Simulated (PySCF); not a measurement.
## Worked example: the barrier

An elementary step of SiNH₅F₂, closed shell (SiNH₃F₂ ([NH2][SiH]([F])[F]) + H₂ → SiH₂F₂ ([F][SiH2][F]) + NH₃; bonds formed: Si1–H7, N2–H6; bonds broken: Si1–N2, H6–H7). “Start” is the structure reached by relaxing down from the saddle towards the reactants; PBE0-D4/def2-TZVP structures. The saddle:

```tsv
atom	x (Å)	y (Å)	z (Å)
Si1	-0.7042	-0.3106	-0.1120
N2	1.0619	0.2200	-0.0647
F3	-0.4842	-1.6619	-0.9816
F4	-1.2237	-0.9994	1.2295
H5	-1.5612	0.4156	-1.0645
H6	0.3835	1.1151	0.4362
H7	-0.6709	1.2176	0.8093
H8	1.6017	-0.2184	0.6744
H9	1.5969	0.2221	-0.9266
```

PySCF 2.14 with density fitting (its default auxiliary sets; JK sets also for MP2 and CCSD(T)); basis: def2-TZVPP and def2-QZVPP; cores frozen in the correlated methods.

Energies in eV:

| quantity | saddle | start |
| --- | --- | --- |
| Hartree–Fock, triple zeta (X = 3) | -14839.76014 | -14842.53022 |
| Hartree–Fock, quadruple zeta (X = 4) | -14840.36298 | -14843.15268 |
| MP2 correlation, X = 3 | -24.04252 | -23.48848 |
| MP2 correlation, X = 4 | -26.14900 | -25.58194 |
| CCSD(T) correlation, X = 3 | -25.45670 | -24.89197 |

Question: Work out the barrier at the basis limit: extrapolate Hartree–Fock as E(X) = E∞ + A exp(−7.88 √X) and the MP2 correlation as E(X) = E∞ + B X^−2.97 (the exponents that Neese and Valeev fitted for def2-TZVPP and QZVPP), then add CCSD(T) − MP2 in triple zeta.

Answer: Each step is linear, so take the differences first (saddle − start): Hartree–Fock 2.77008 (X = 3) and 2.78970 (X = 4); MP2 correlation -0.55404 and -0.56706; CCSD(T) correlation -0.56473.
Two points give E∞ = E(4) + w [E(4) − E(3)], with w = 1/(exp(7.88 (2 − √3)) − 1) = 0.1377 for Hartree–Fock and w = 1/((4/3)^2.97 − 1) = 0.7407 for the correlation.
Hartree–Fock: 2.78970 + 0.1377 × 0.01962 = 2.7924 eV.
MP2 correlation: -0.56706 + 0.7407 × (-0.01302) = -0.5767 eV.
CCSD(T) − MP2: -0.56473 − (-0.55404) = -0.0107 eV.
Sum: 2.7924 + (-0.5767) + (-0.0107) = 2.2050 eV, or 50.85 kcal/mol. Plain CCSD(T) in triple zeta gives 2.2054 eV, so the larger basis shifts the result by -0.0004 eV.

The T1 diagnostic stays at or below 0.012.

Labels in which every atom is bracketed show which atoms are joined, not bond orders.

For scale, one of the runs: CCSD(T)/def2-TZVPP, 205 basis functions, launched by `OMP_NUM_THREADS=4 python run.py`. Time: 8.1 min of wall clock on 4 CPU threads of an Arm Neoverse V2; the host was shared. Peak host memory: 3.1 GiB.
